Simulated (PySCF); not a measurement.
# Bond energies at PBE0/def2-TZVPP beside a composite method

PySCF, lowest determinants of a PBE0 search. The composite is CCSD(T) extrapolated to the basis-set limit from two correlation-consistent sets, with core-valence (CV) and scalar-relativistic (SR) terms as its label shows; it has no spin–orbit coupling and nothing beyond (T).

| species | state (unpaired electrons) | De PBE0 (eV) | De composite (eV) | composite | dissociates to |
| --- | --- | --- | --- | --- | --- |
| LiH | singlet (closed shell) | 2.26 | 2.51 | CCSD(T)/CBS(TQ)+CV+SR | Li + H |
| BI | singlet (closed shell) | 3.76 | 3.75 | CCSD(T)/CBS(TQ)+CV | B + I |
| BBr | singlet (closed shell) | 4.58 | 4.58 | CCSD(T)/CBS(TQ)+CV | B + Br |
| SnC | triplet (σ ↑, π ↑) | 3.18 | 3.20 | CCSD(T)/CBS(DT) | Sn + C |
| SbCl | triplet (π ↑↑) | 3.20 | 3.04 | CCSD(T)/CBS(DT) | Sb + Cl |
| ZnBr | doublet (σ ↑) | 1.99 | 1.70 | CCSD(T)/CBS(DT) | Zn + Br |
| ZnF | doublet (σ ↑) | 3.01 | 2.99 | CCSD(T)/CBS(DT) | Zn + F |
| NO | doublet (π ↑) | 6.64 | 6.58 | CCSD(T)/CBS(TQ)+CV+SR | N + O |

Question: Does PBE0 bind more or less than the composite, by how much on average, and where is the difference largest?

Answer: PBE0/def2-TZVPP binds about as much on average, method and basis taken together: the mean signed difference is +0.03 eV and the mean absolute one 0.10 eV; it is largest for ZnBr (+0.29 eV).

The molecules are drawn from runs that passed checks on state, spin purity and fit, so the hardest cases are missing and the errors look smaller than over all diatomics.

Correlated steps freeze the inner cores (1 to 13 orbitals); shallow outer-core shells are correlated. These are scalar-relativistic numbers at best; spin–orbit coupling would shift them, the dissociation energy most. Where the molecule has an RHF reference, its open-shell atoms are computed with UHF. The CCSD T1 diagnostic is raised in BI, SnC, a sign that a single reference may not be enough there. States were picked by a PBE0 search and need not be the measured ground states.
